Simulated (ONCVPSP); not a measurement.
**Reading a pseudo-wave (Cl (Z = 17))**

Columns: radius, all-electron u(r) and pseudo u(r) of the 2p shell (level -197.53 eV) of chlorine in the configuration [He] 2s2 2p6 3s2 3p4.5; PBEsol, scalar-relativistic, ONCV scheme, ONCVPSP 4.0.1.

| r (bohr) | all-electron | pseudo |
| --- | --- | --- |
| 0.032 | 0.1243 | 0.0460 |
| 0.065 | 0.3881 | 0.1824 |
| 0.098 | 0.6792 | 0.3920 |
| 0.130 | 0.9367 | 0.6398 |
| 0.162 | 1.1483 | 0.9016 |
| 0.195 | 1.3127 | 1.1553 |
| 0.228 | 1.4240 | 1.3668 |
| 0.260 | 1.4866 | 1.5163 |
| 0.292 | 1.5117 | 1.6049 |
| 0.325 | 1.5060 | 1.6340 |
| 0.358 | 1.4754 | 1.6077 |
| 0.390 | 1.4276 | 1.5410 |
| 0.422 | 1.3673 | 1.4493 |
| 0.455 | 1.2959 | 1.3442 |
| 0.488 | 1.2187 | 1.2413 |
| 0.520 | 1.1412 | 1.1490 |
| 0.552 | 1.0629 | 1.0646 |
| 0.585 | 0.9830 | 0.9829 |
| 0.618 | 0.9052 | 0.9050 |
| 0.650 | 0.8328 | 0.8325 |
| 0.682 | 0.7637 | 0.7635 |
| 0.715 | 0.6965 | 0.6963 |
| 0.748 | 0.6336 | 0.6334 |
| 0.780 | 0.5768 | 0.5767 |
| 0.812 | 0.5241 | 0.5240 |
| 0.845 | 0.4740 | 0.4738 |

How many radial nodes do the two functions have?

The all-electron 2p function has n − l − 1 = 0; the pseudo-wave has 0.

At about which radius was the pseudo-wave matched?

0.65 bohr. The columns agree to 0.0005 from 0.58 bohr on; several derivatives are matched, so the curves merge somewhat inside the radius.

Where does each function peak?

Outermost all-electron maximum near 0.29 bohr, pseudo maximum near 0.33 bohr (to the table’s step).

Is the pseudo-wave norm-conserving?

Yes: the ONCV scheme keeps the norm inside the radius equal to the all-electron one, which fixes the energy derivative of the logarithmic derivative at the level.
